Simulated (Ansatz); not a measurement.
Two isomers of CH2ClFOSi: A = `FC1(Cl)O[SiH2]1`, B = `F[Si@H]1O[C@@H]1Cl`.

Calculated with Ansatz (gas phase, PBE0-D4/def2-TZVP geometries, no zero-point term in ΔE). CBS: MP2 limit from def2 TZ/QZ plus the TZ coupled-cluster correction, frozen cores. Functionals use def2-TZVPP. B3LYP here is the variant with VWN-RPA as its local correlation; programs differ in this.

Problem. Which is lower in electronic energy at CCSD(T)/CBS, and by how much? (An estimate is asked.)

Solution. The calculation gave: B, by 49.9 kcal/mol.

Problem. Give E(B) − E(A) in kcal/mol with PBE0-D4, B2PLYP, HF/def2-TZVPP, B3LYP-D4, PBE-D4, BLYP-D4, CCSD(T)/def2-SVP. (Best estimate.)

Solution. The calculation gave: PBE0-D4 -45.9, B2PLYP -49.1, HF/def2-TZVPP -50.4, B3LYP-D4 -47.4, PBE-D4 -44.0, BLYP-D4 -46.0, CCSD(T)/def2-SVP -40.5. None reverses the order clearly.

Problem. Does the order hold for the free energy at 298.15 K (harmonic terms from PBE0-D4)? (Best estimate.)

Solution. The calculation gave: Yes: G(B) − G(A) = -48.1 kcal/mol.

Largest T1 diagnostic: 0.014.

From r2SCAN to r2SCAN0 (25 % exact exchange), in def2-TZVPP and without D4, E(B) − E(A) moves by −1.2 kcal/mol. At CCSD(T), def2-SVP lies +9.3 kcal/mol from the extrapolated value and def2-TZVPP +0.9 kcal/mol.
